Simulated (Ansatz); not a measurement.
Mulliken charges of CH5BN2O, SMILES `N=C(O)BN` from ωB97M-V/def2-TZVPP in Ansatz (PBE0-D4/def2-TZVP geometry).

```csv
atom,x (Å),y (Å),z (Å),charge (e)
N1,-0.406,-1.670,1.103,-0.260
C2,0.119,-0.694,0.486,0.183
O3,1.465,-0.550,0.531,-0.305
B4,-0.626,0.416,-0.358,-0.078
N5,0.118,1.409,-0.961,-0.192
H6,-1.415,-1.656,0.985,0.123
H7,1.802,-1.280,1.070,0.186
H8,-1.816,0.385,-0.466,0.057
H9,-0.279,2.149,-1.513,0.141
H10,1.121,1.440,-0.874,0.146
```

Problem. By hand: the dipole of these point charges (1 e Å = 4.8032 D).

Solution. Σ q r = (-0.111, 0.265, -0.195) e Å, of length 0.347 e Å = 1.67 D.

Problem. How does the dipole of the full density compare? (Best estimate.)

Solution. The calculation gave: (0.053, 0.444, -0.300) e Å, 2.59 D; the point charges give 0.64 times that, at 24° from its direction.

Point charges leave out the atoms' own dipoles, such as those of lone pairs, and Mulliken's split depends on the basis, so the two needn't agree.
